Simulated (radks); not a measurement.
Cs II, configuration [Kr] 4d10 5s2 5p5 5d1 (not the ground configuration). Method: scalar-relativistic Kohn-Sham, BLYP, spin-polarised, spherical densities, point nucleus; open shells are filled with parallel spins first (spin-orbit coupling, left out, can overturn this in heavy ions); computed with a radial shooting solver on a logarithmic mesh with Libxc functionals. Some entries of the table are withheld. Estimate them.

orbital,occ.,eigenvalue (hartree),<r> (bohr)
1s up,1,-1316.140,0.02611
1s down,1,-1316.138,0.02611
2s up,1,-206.7159,0.1121
2s down,1,-206.7143,0.1121
2p up,3,-185.4764,0.09820
2p down,3,-185.4744,0.09820
3s up,1,-43.21403,0.2991
3s down,1,-43.21222,0.2991
3p up,3,-36.38065,0.2970
3p down,3,-36.37859,0.2970
3d up,5,-26.34789,0.2736
3d down,5,-26.34569,0.2736
4s up,1,-8.40244,0.6946
4s down,1,-8.39779,0.6946
4p up,3,-6.21718,0.7393
4p down,3,-6.21260,0.7392
4d up,5,(1),0.8364
4d down,5,(2),0.8353
5s up,1,-1.27730,1.718
5s down,1,-1.24456,1.713
5p up,3,-0.77695,2.029
5p down,2,-0.74093,2.031
5d up,1,(3),3.401
5d down,0,(4),3.576

Answer. 
(1) 4d up eigenvalue (hartree): -3.03769
(2) 4d down eigenvalue (hartree): -3.03189
(3) 5d up eigenvalue (hartree): -0.21760
(4) 5d down eigenvalue (hartree): -0.19174
